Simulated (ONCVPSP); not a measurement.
# Pseudopotential generation for Ni: ONCV, PBE, scalar-relativistic.

ONCVPSP 4.0.1 input, shortened (lines: element, Z, core and valence counts, functional; n l f; lmax; l rc ep ncon nbas qcut; lloc lpopt rc5 dvloc0; l nproj debl; icmod fcfact rcfact), PBE, scalar-relativistic:

```
  Ni 28.00    3    4        4      upf
    1    0    2.00
    2    0    2.00
    2    1    6.00
    3    0    2.00
    3    1    6.00
    3    2    8.00
    4    0    2.00
    2
    0    1.15    0.00    4    8   10.70
    1    0.75    0.00    3    6   11.80
    2    1.35    0.00    5   10   13.60
    4    5    0.70    0.00
    0    3    0.60
    1    2    2.20
    2    2    1.00
    3    2.00    1.05
```

In the p channel the program set the typed energies aside and used -2.623, 0.250 Ha.

All-electron outer shells of the reference configuration (PBE, scalar-relativistic, ld1.x):

```json
{"shell": "2p", "level (eV)": "-844.68", "outermost node (bohr)": "–", "outermost maximum (bohr)": "0.16"}
{"shell": "3s", "level (eV)": "-111.06", "outermost node (bohr)": "0.30", "outermost maximum (bohr)": "0.64"}
{"shell": "3p", "level (eV)": "-71.39", "outermost node (bohr)": "0.27", "outermost maximum (bohr)": "0.65"}
{"shell": "3d", "level (eV)": "-8.87", "outermost node (bohr)": "–", "outermost maximum (bohr)": "0.63"}
{"shell": "4s", "level (eV)": "-5.64", "outermost node (bohr)": "0.92", "outermost maximum (bohr)": "2.24"}
```

Q: Does the generator finish with these settings?

A: Yes, a potential is produced and its reference levels are reproduced.

Q: Estimate the cutoffs (Ha) at which the residual kinetic energy of the hardest occupied pseudo-wave falls to 1 and 0.1 mHa per electron.

A: 67 Ha and 179 Ha.

Q: What does a ghost test show?

A: No bound ghost flagged; GHOST(+) flags only above 600 eV.

Q: Tests: 3s2 3p6 3d8 4s1; 3s2 3p6 3d8 4s0; 3s2 3p6 3d7 4s0; 3s2 3p6 3d8 4s1 4p1. Which has the largest error in its energy relative to the reference configuration, and how large is it?

A: 3s2 3p6 3d8 4s0, with +1.9 meV (all-electron minus pseudo) on +26.67 eV.
